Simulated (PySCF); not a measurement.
# How methods differ on the ionisation energy of In²⁺

In²⁺ [Kr] 4d10 5s1 (2S) → In³⁺ [Kr] 4d10 (1S), as a difference of total energies. Computed with PySCF 2.14 in aug-cc-pVQZ-PP with one added diffuse shell each of s, p, d, f, g type with ECP28MDF (8s8p6d4f3g, 117 functions), with a scalar-relativistic core potential. The calculations carry no spin-orbit coupling.

```json
{"method": "UHF", "ionisation energy (eV)": "26.622"}
{"method": "LDA", "ionisation energy (eV)": "29.094"}
{"method": "PBE", "ionisation energy (eV)": "28.670"}
{"method": "PBE0", "ionisation energy (eV)": "28.285"}
{"method": "r2SCAN", "ionisation energy (eV)": "28.380"}
{"method": "MN15", "ionisation energy (eV)": "28.202"}
{"method": "r2SCAN0", "ionisation energy (eV)": "28.153"}
{"method": "r2SCANh", "ionisation energy (eV)": "28.288"}
```

Which method comes closest to the reference value, and which is furthest?

The reference is 28.044 eV (measured; NIST Atomic Spectra Database, ionization energies). Closest: r2SCAN0 (error 0.109 eV); furthest: UHF (error -1.422 eV).
